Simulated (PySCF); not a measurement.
Species: C4H8ClNSi.
Geometry (GFN2-xTB, Å), atoms numbered from 1 in this order:
```xyz
15
C4H8ClNSi angstrom
N     -2.667    1.612   -0.072
C     -1.529    1.137    0.134
C     -1.076   -0.297   -0.001
C     -0.030   -0.378   -1.066
C      1.278   -0.480   -0.855
Si     2.157   -0.609    0.805
Cl     1.821    1.057    1.909
H     -3.378    0.939   -0.361
H     -0.755    1.834    0.440
H     -1.930   -0.930   -0.262
H     -0.667   -0.617    0.959
H     -0.416   -0.301   -2.077
H      1.917   -0.502   -1.730
H      1.677   -1.752    1.584
H      3.595   -0.705    0.570
```

The calculation used CAM-B3LYP/def2-SVPD in PySCF (dipole) on a GFN2-xTB geometry, gas phase.

Masses are those of the commonest isotopes; rigid-rotor values at the optimised geometry. The values belong to one conformer with, in the numbering `[H]/[N:1]=[CH:2]\[CH2:3]/[CH:4]=[CH:5]\[SiH2:6][Cl:7]`, N1–C2–C3–C4 117°, C2–C3–C4–C5 102°, C4–C5–Si6–Cl7 -62°.

**Question.** What are A, B and C (cm⁻¹)?

**Answer.** Ia = 189.71, Ib = 490.00, Ic = 634.97 u·Å²; 505379 MHz·u·Å²/I gives 2664, 1031 and 795.9 MHz, that is A = 0.08886, B = 0.03440, C = 0.02655 cm⁻¹.

**Question.** Classify the top.

**Answer.** An asymmetric top; Ray's κ = -0.748.

**Question.** Is it planar, by Δ = Ic − Ia − Ib?

**Answer.** Not planar: Δ = Ic − Ia − Ib = -44.74 u·Å². For a rigid frame Δ = −2 Σ m c², so Σ m c² = 22.37 u·Å² lies off the ab plane: 9.52 from hydrogen and 12.85 from heavier atoms. The atom farthest from that plane is 1.71 Å away.

**Question.** List the rotational levels J(Ka,Kc) to J = 3 (MHz).

**Answer.** Above 0(0,0):
J = 1: 1(0,1) 1827, 1(1,1) 3460, 1(1,0) 3695
J = 2: 2(0,2) 5458, 2(1,2) 6879, 2(1,1) 7585, 2(2,1) 12483, 2(2,0) 12507
J = 3: 3(0,3) 10847, 3(1,3) 11994, 3(1,2) 13405, 3(2,2) 17965, 3(2,1) 18082, 3(3,1) 26731, 3(3,0) 26733

**Question.** Which lines would a microwave search look for?

**Answer.** The dipole components are |μa| = 0.65 D, |μb| = 3.09 D, |μc| = 1.09 D. Intensities carry the squares of the components, which stand as 0.04 : 1.00 : 0.12 (a : b : c). Some lines, for components of 0.1 D or more:

```json
{"type": "a", "branch": "Q", "J(Ka,Kc)": "2(1,1) ← 2(1,2)", "MHz": "706", "lower level (cm⁻¹)": "0.229"}
{"type": "b", "branch": "R", "J(Ka,Kc)": "5(2,3) ← 4(3,2)", "MHz": "1011", "lower level (cm⁻¹)": "1.137"}
{"type": "c", "branch": "Q", "J(Ka,Kc)": "3(2,2) ← 3(1,2)", "MHz": "4560", "lower level (cm⁻¹)": "0.447"}
{"type": "a", "branch": "R", "J(Ka,Kc)": "3(0,3) ← 2(0,2)", "MHz": "5389", "lower level (cm⁻¹)": "0.182"}
{"type": "b", "branch": "R", "J(Ka,Kc)": "5(1,4) ← 4(2,3)", "MHz": "5482", "lower level (cm⁻¹)": "0.842"}
{"type": "a", "branch": "R", "J(Ka,Kc)": "4(1,3) ← 3(1,2)", "MHz": "7728", "lower level (cm⁻¹)": "0.447"}
{"type": "a", "branch": "R", "J(Ka,Kc)": "5(2,4) ← 4(2,3)", "MHz": "9084", "lower level (cm⁻¹)": "0.842"}
{"type": "a", "branch": "R", "J(Ka,Kc)": "5(4,1) ← 4(4,0)", "MHz": "9190", "lower level (cm⁻¹)": "1.544"}
{"type": "c", "branch": "R", "J(Ka,Kc)": "4(1,3) ← 3(0,3)", "MHz": "10286", "lower level (cm⁻¹)": "0.362"}
{"type": "b", "branch": "R", "J(Ka,Kc)": "3(2,1) ← 2(1,2)", "MHz": "11203", "lower level (cm⁻¹)": "0.229"}
{"type": "b", "branch": "Q", "J(Ka,Kc)": "5(4,1) ← 5(3,2)", "MHz": "12159", "lower level (cm⁻¹)": "1.445"}
{"type": "b", "branch": "R", "J(Ka,Kc)": "5(2,4) ← 4(1,3)", "MHz": "13207", "lower level (cm⁻¹)": "0.705"}
{"type": "c", "branch": "R", "J(Ka,Kc)": "5(2,3) ← 4(1,3)", "MHz": "13962", "lower level (cm⁻¹)": "0.705"}
{"type": "c", "branch": "R", "J(Ka,Kc)": "5(4,1) ← 4(3,1)", "MHz": "21393", "lower level (cm⁻¹)": "1.137"}
{"type": "b", "branch": "R", "J(Ka,Kc)": "5(5,1) ← 4(4,0)", "MHz": "24893", "lower level (cm⁻¹)": "1.544"}
{"type": "c", "branch": "R", "J(Ka,Kc)": "5(5,0) ← 4(4,0)", "MHz": "24893", "lower level (cm⁻¹)": "1.544"}
```

**Question.** Estimate the classical rotational partition function at 10 K, 100 K and 298.15 K.

**Answer.** Point group C1, symmetry number σ = 1; q = (√π/σ)·√((kT/h)³/(ABC)), k/h = 20836.6 MHz/K: 3610 at 10 K, 114000 at 100 K, 587000 at 298.15 K.

Stationary, but not proved a minimum. No vibrational averaging or centrifugal distortion is included, and the geometry carries the error of its method. Quadrupole hyperfine structure (14N, 35Cl) is left out.
